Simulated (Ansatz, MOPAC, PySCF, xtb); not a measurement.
Lewis adduct: BH3 (SMILES B) (first 4 atoms) with H2O (SMILES O); geometry from B3LYP-D3(BJ)/def2-TZVP, rigid monomers moved along the line of their centres of mass till B1···O5 is 3.11 Å.
(charge 0, multiplicity 1):
| atom | x (Å) | y (Å) | z (Å) |
|---|---|---|---|
| B | 0.2106 | 0.2493 | 0.7896 |
| H | 0.6172 | -0.7672 | 0.2870 |
| H | -0.8529 | 0.6372 | 0.3940 |
| H | 1.0372 | 1.0909 | 1.0056 |
| O | -0.4985 | -0.6834 | 3.6732 |
| H | -1.1534 | -1.3925 | 3.6291 |
| H | 0.2909 | -1.0460 | 4.0963 |

Monomers are frozen at their geometry in the pair; levels with a basis set take the counterpoise correction. Rows marked so take none.

Cores are frozen in the correlated methods. Rows in 3-21G carry no dispersion term and start afresh at each structure. The state reached by PM3 isn't checked.

Codes used: Ansatz (a first-principles code); MOPAC for PM3 (differences of heats of formation); PySCF for 3-21G rows, the dispersion terms; xtb for the GFN methods. 

```
level                          interaction energy (kJ/mol)
-----------------------------  ---------------------------
PM3                                                   -6.4
GFN1-xTB                                              -5.5
HF/3-21G (no counterpoise)                           -31.8
HF/aug-cc-pVTZ                                       -13.5
r2SCAN-D3(BJ)/def2-TZVPPD                            -18.6
B3LYP/3-21G (no counterpoise)                            ?
B3LYP-D4/def2-TZVPPD                                 -17.0
PBE0-D4/def2-TZVPPD                                  -17.4
CCSD/aug-cc-pVDZ                                         ?
```

Task: Complete the blanks.

Result: 
- B3LYP/3-21G (no counterpoise), interaction energy (kJ/mol): -41.9
- CCSD/aug-cc-pVDZ, interaction energy (kJ/mol): -15.7
